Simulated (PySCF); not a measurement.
HOSi, SMILES [OH+]=[Si] (connectivity only; charge and spin as stated), charge +1, multiplicity 1. Atoms are numbered in the order given.

```xyz
3

O      0.0000     0.0000    -0.8959
Si     0.0000     0.0000     0.6450
H      0.0000     0.0000    -1.8630
```
Charge +1, spin multiplicity 1.

The structure is a stationary point at r2SCAN-D4/def2-TZVPD. The isomer is the one that the SMILES or the coordinates give; other isomers of the formula were not compared.

Method: TDDFT-M06-2X/def2-TZVPD in PySCF 2.14.0.

Vertical excitations; the highest root listed may be one member of a degenerate set. Isolated molecule, no solvent. State labels are in the subgroup C2v.

```json
[
 {"state": "S1", "symmetry": "B2", "energy (eV)": "7.49", "λ (nm)": "166", "f": "0.242", "main pairs": "HOMO→LUMO+1 (degenerate set)"},
 {"state": "S2", "symmetry": "B1", "energy (eV)": "7.49", "λ (nm)": "166", "f": "0.242", "main pairs": "HOMO→LUMO (degenerate set)"},
 {"state": "S3", "symmetry": "A2", "energy (eV)": "7.63", "λ (nm)": "163", "f": "0.000", "main pairs": "HOMO−1→LUMO 49 %, HOMO−2→LUMO+1 49 %"},
 {"state": "S4", "symmetry": "A1", "energy (eV)": "7.76", "λ (nm)": "160", "f": "0.000", "main pairs": "HOMO−2→LUMO, HOMO−1→LUMO+1 (degenerate set)"},
 {"state": "S5", "symmetry": "A2", "energy (eV)": "7.76", "λ (nm)": "160", "f": "0.000", "main pairs": "HOMO−2→LUMO+1, HOMO−1→LUMO (degenerate set)"},
 {"state": "S6", "symmetry": "A1", "energy (eV)": "9.37", "λ (nm)": "132", "f": "0.002", "main pairs": "HOMO−1→LUMO+1 34 %, HOMO−2→LUMO 34 %, HOMO→LUMO+2 29 %"},
 {"state": "S7", "symmetry": "A1", "energy (eV)": "10.66", "λ (nm)": "116", "f": "0.904", "main pairs": "HOMO→LUMO+2 68 %, HOMO−1→LUMO+1 14 %, HOMO−2→LUMO 14 %"},
 {"state": "S8", "symmetry": "B2", "energy (eV)": "10.96", "λ (nm)": "113", "f": "0.077", "main pairs": "HOMO−1→LUMO+2 (degenerate set)"},
 {"state": "S9", "symmetry": "B1", "energy (eV)": "10.96", "λ (nm)": "113", "f": "0.077", "main pairs": "HOMO−2→LUMO+2 (degenerate set)"},
 {"state": "S10", "symmetry": "A1", "energy (eV)": "12.08", "λ (nm)": "103", "f": "0.077", "main pairs": "HOMO→LUMO+3 95 %"},
 {"state": "T1", "symmetry": "B1", "energy (eV)": "4.80", "λ (nm)": "258", "f": "0", "main pairs": "HOMO→LUMO (degenerate set)"},
 {"state": "T2", "symmetry": "B2", "energy (eV)": "4.80", "λ (nm)": "258", "f": "0", "main pairs": "HOMO→LUMO+1 (degenerate set)"},
 {"state": "T3", "symmetry": "A1", "energy (eV)": "6.87", "λ (nm)": "180", "f": "0", "main pairs": "HOMO−1→LUMO+1 46 %, HOMO−2→LUMO 46 %"},
 {"state": "T4", "symmetry": "A1", "energy (eV)": "7.33", "λ (nm)": "169", "f": "0", "main pairs": "HOMO−2→LUMO 48 %, HOMO−1→LUMO+1 48 %"}
]
```
Triplets are in the Tamm–Dancoff approximation, which puts them higher than full response would, so one can lie above its singlet here.
